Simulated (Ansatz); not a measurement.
Job for Ansatz (a quantum-chemistry and plane-wave program): U-CCSD(T)/def2-QZVPP on CCl-, 2S+1 = 3, a spin state set in the input, which need not be the lowest, a point of a bond scan (R = 1.860 Å). Charge -1. Files ending in .json are basis or fitting sets from the Basis Set Exchange.

Ansatz 0.2 input:
```yaml
crystal:
  periodic: [false, false, false]
  atoms:
    - {symbol: C, position_ang: [0.00000000, 0.00000000, 0.00000000]}
    - {symbol: Cl, position_ang: [0.00000000, 0.00000000, 1.86030600]}
basis:
  gaussian:
    orbitals: def2-QZVPP.json
    pivot_positions_ang: [[0.00000000, 0.00000000, 0.00000000], [0.00000000, 0.00000000, 1.86030600]]
total_charge: -1
magnetization: {spin_polarized: true, initial_magnetization: 2}
correlation: {method: ccsd_t, electrons: valence}
output: {orbitals: {seedname: ./end}}
```

The log:

```
WARN ansatz: RAYON_NUM_THREADS=1 ignored (pool sized by the plan → 1); use --threads N
Functional definition: HF
integrals: 0.35 GiB planned
828 factors; integrals over basis functions are off by at most 2.7e-4 eV
mean field: 0.31 GiB planned
mean field evaluation 1: about -13529.7398 eV, gradient 1.7e1 eV
mean field evaluation 2: about -13529.7402 eV, gradient 1.7e1 eV
mean field evaluation 4: about -13531.9816 eV, gradient 2.7e0 eV
mean field evaluation 8: about -13532.1524 eV, gradient 2.2e-1 eV
mean field evaluation 16: about -13532.1191 eV, gradient 1.2e0 eV
mean field evaluation 32: about -13528.5470 eV, gradient 1.8e-3 eV
mean field -13532.15315497 eV, -497.2974560222 hartree, gradient 2.3e-6 eV, S^2 2.030585; 0 other end points of the search recorded, 0 dependent functions left out
6 core orbitals not correlated
reference -13532.15315497 eV, -497.2974560222 hartree; 7, 5 occupied and 114, 116 virtual orbitals, 828 factors
second order -8.96847966 eV of doubles, -0.00000000 eV of singles
coupled cluster: 0.87 GiB planned
cycle   1  -9.39116148 eV  change   -4.2e-1 eV  update   6.9e-2
cycle   2  -9.63891883 eV  change   -2.5e-1 eV  update   2.6e-2
cycle   3  -9.70192402 eV  change   -6.3e-2 eV  update   1.6e-2
cycle   4  -9.69867849 eV  change    3.2e-3 eV  update   6.2e-3
cycle   5  -9.69891518 eV  change   -2.4e-4 eV  update   2.3e-3
cycle   6  -9.69953846 eV  change   -6.2e-4 eV  update   9.4e-4
cycle   7  -9.69965550 eV  change   -1.2e-4 eV  update   3.8e-4
cycle   8  -9.69978735 eV  change   -1.3e-4 eV  update   1.7e-4
cycle   9  -9.69974818 eV  change    3.9e-5 eV  update   6.3e-5
cycle  10  -9.69974253 eV  change    5.7e-6 eV  update   2.7e-5
cycle  11  -9.69975610 eV  change   -1.4e-5 eV  update   1.1e-5
perturbative correction -0.48894204 eV, -0.0179682887 hartree
Total energy: -13542.34185311 eV, -497.6718837730 hartree
```

The calculation finished and met its thresholds.

Cost: very roughly 20 core-seconds.
